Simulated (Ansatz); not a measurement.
The cluster GaF3. Charge 0, multiplicity 5. Geometry PBE-D4/def2-TZVP; atoms count from 1.

```xyz
4

Ga    0.001   -0.001   -0.001
F     1.616   -0.547   -1.286
F    -1.253   -1.509    0.845
F    -0.363    2.057    0.442
```

At PBE0-D4/def2-TZVP a singlet of charge 0 lies 12.70 eV below the quintet, each at its own geometry. The structure comes from a short search, and lower isomers may exist.

**Question.** Estimate the Mulliken populations from the PBE0/def2-TZVP orbitals of Ansatz.

**Answer.** 
```tsv
atom	charge (e)	spin (α − β)
Ga1	0.33	1.81
F2	-0.11	0.73
F3	-0.11	0.73
F4	-0.11	0.73
```
Mulliken values and Mayer orders depend strongly on the basis.

**Question.** Where does the spin sit?

**Answer.** Summed by element: Ga 1.81, F 2.19, of 4 unpaired in all. Largest on single atoms: Ga1 1.81, F3 0.73, F4 0.73.

**Question.** And the Mayer bond orders between bonded heavy atoms (over 0.3)?

**Answer.** Ga1–F2 0.35 (2.14 Å); Ga1–F3 0.35 (2.14 Å); Ga1–F4 0.35 (2.14 Å).
